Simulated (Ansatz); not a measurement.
Ansatz (a program for electronic structure) input (CCSD(T)/aug-cc-pVDZ):

Ansatz 0.2 input:
```yaml
crystal:
  periodic: [false, false, false]
  atoms:
    - {symbol: O, position_ang: [-0.07973044, -0.05152377, 0.00435333]}
    - {symbol: B, position_ang: [-1.17086642, -0.76811983, -0.00146946]}
    - {symbol: H, position_ang: [-1.82319322, -1.02611828, 0.96610258]}
    - {symbol: B, position_ang: [1.05362488, 0.66875448, -0.12661320]}
    - {symbol: H, position_ang: [0.95342051, 1.83703381, -0.33284290]}
    - {symbol: H, position_ang: [2.09382392, 0.09810137, -0.02767304]}
basis:
  gaussian:
    orbitals: aug-cc-pVDZ
magnetization: {spin_polarized: true, initial_magnetization: 1}
correlation: {method: ccsd_t, electrons: outside_noble_gas}
output: {forces: true}
```

End of the output:

```
determinant -3428.29504686 eV, -125.9875191901 hartree, with singles and doubles -3438.42235461 eV, -126.3596908857 hartree
determinant -3425.74416750 eV, -125.8937761028 hartree, with singles and doubles -3435.94954264 eV, -126.2688167217 hartree
3 core orbitals not correlated
reference -3428.29504686 eV, -125.9875191901 hartree; 8, 7 occupied and 85, 86 virtual orbitals, 928 factors
densities: 1.11 GiB planned
second order -9.30748979 eV of doubles, -0.00000000 eV of singles
coupled cluster: 0.71 GiB planned
cycle   1  -10.08504165 eV  change   -3.1e-1 eV  update   2.5e-2
cycle   2  -10.10502082 eV  change   -2.0e-2 eV  update   7.1e-3
cycle   3  -10.10680865 eV  change   -1.8e-3 eV  update   4.1e-3
cycle   4  -10.10991667 eV  change   -3.1e-3 eV  update   1.8e-3
cycle   5  -10.11065326 eV  change   -7.4e-4 eV  update   9.2e-4
cycle   6  -10.11094729 eV  change   -2.9e-4 eV  update   3.9e-4
cycle   7  -10.11102660 eV  change   -7.9e-5 eV  update   1.5e-4
cycle   8  -10.11104740 eV  change   -2.1e-5 eV  update   6.1e-5
cycle   9  -10.11103760 eV  change    9.8e-6 eV  update   2.4e-5
cycle  10  -10.11102672 eV  change    1.1e-5 eV  update   9.6e-6
cycle  11  -10.11102541 eV  change    1.3e-6 eV  update   3.8e-6
cycle  12  -10.11102565 eV  change   -2.4e-7 eV  update   1.5e-6
cycle  13  -10.11102590 eV  change   -2.5e-7 eV  update   5.7e-7
perturbative correction -0.30382188 eV, -0.0111652480 hartree
the calculation of the forces begins
Total energy: -3438.70989463 eV, -126.3702577863 hartree
Atom 0 at    -0.079730    -0.051524     0.004353 Å, force     0.386729     0.286859     0.189407 eV/Å
Atom 1 at    -1.170866    -0.768120    -0.001469 Å, force    -0.987160    -0.721683    -0.423360 eV/Å
Atom 2 at    -1.823193    -1.026118     0.966103 Å, force    -0.177142    -0.055245     0.347173 eV/Å
Atom 3 at     1.053625     0.668754    -0.126613 Å, force     0.487063     0.303426    -0.091130 eV/Å
Atom 4 at     0.953421     1.837034    -0.332843 Å, force    -0.038934     0.374181    -0.060333 eV/Å
Atom 5 at     2.093824     0.098101    -0.027673 Å, force     0.329445    -0.187538     0.038244 eV/Å
Dipole moment:     0.084237     0.071582     0.093103 e Å
```

It need not be the lowest isomer of its formula.
